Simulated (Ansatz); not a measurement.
Molecule: sum formula SiN3H6, net charge -1, singlet state. It need not be the lowest isomer of its formula. Whether it binds its extra electron was not tested at this geometry. SMILES: [NH-][SiH](N)N
Geometry from a B3LYP-D3(BJ)/def2-TZVP (Ansatz, an electronic-structure program) optimisation:
```
Si
N 1 1.6488
H 2 1.0161 1 116.15
N 1 1.7850 2 115.54 3 -44.62
H 4 1.0144 1 111.31 2 -43.22
H 4 1.0154 5 107.86 1 125.60
N 1 1.7879 2 109.16 3 -168.26
H 7 1.0137 1 111.98 2 -106.18
H 7 1.0155 8 107.33 1 -119.44
H 1 1.5279 2 123.29 3 76.26
```
Charge -1, spin multiplicity 1.

Parts of the frozen-core correlation energy in aug-cc-pV(Q+d)Z (Ansatz, hartree). Frozen orbitals: 8; correlated occupied orbitals by spin: 13 and 13; virtual: 584 and 584. Spin-orbit coupling is left out. No relativistic terms.

```csv
term,value
reference (HF),-455.93068
MP2 opposite-spin,-0.66061
MP2 same-spin,-0.20015
CCSD correlation,-0.87419
(T),-0.03934
T1 diagnostic,0.013
largest doubles amplitude,0.008
```
